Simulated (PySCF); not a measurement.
CH4OSSi.
Cartesian coordinates in Å at the PBE0-D3(BJ)/def2-SVP level; atoms count from 1:
```
atom  x, y, z in Å
O1     0.6303   -1.8626    0.0198
C2     0.9358   -0.7022   -0.1047
Si3   -0.3968    0.7091   -0.0212
S4    -2.2050   -0.3591    0.3075
H5     2.0124   -0.4290   -0.2730
H6    -0.3531    1.4705   -1.3054
H7    -0.0204    1.6425    1.0824
H8    -1.4706   -1.5084    0.2873
```

Method: delta-SCF UKS SCAN, pcX-2 on the ionised atom, pcseg-1 elsewhere, spin-free X2C (PySCF). Binding energies are ΔSCF values: E(core-ionised, relaxed orbitals) − E(ground state) at a fixed geometry, referred to the vacuum level.

Some binding energies are withheld.

```csv
atom(s),bonded to,level,binding energy (eV)
O1,C (double bond),O 1s,?
Si3,"S, C and 2 H",Si 1s,1847.32
Si3,"S, C and 2 H",Si 2p3/2,107.55
S4,H and Si,S 1s,?
```

Fill in O 1s for O1.

538.89 eV (carbonyl oxygen).

Fill in S 1s for S4.

2477.16 eV (sulfur bonded to Si and H).

Which photon wavelength matches the Si 1s of Si3 threshold?

λ = hc/E = 12398.42 eV Å / 1847.32 eV = 6.712 Å.

Not every level is listed. Spin contamination (⟨S²⟩ against 0.75 for a pure doublet) is marked for O 1s of O1 (0.96), which makes this value less certain. 2p3/2 and 2p1/2 are the ΔSCF energy of one spin-free 2p hole plus the eigenvalues of a spin–orbit and ligand-field matrix of the shell. 2p1/2 minus 2p3/2 (ligand field included): Si 0.62 eV. No level of carbon is listed. Geometry: PBE0-D3(BJ)/def2-SVP, one conformer, isolated molecule.

Hardware: one thread, Arm Neoverse V1, on a shared host. Cost: 31 s.
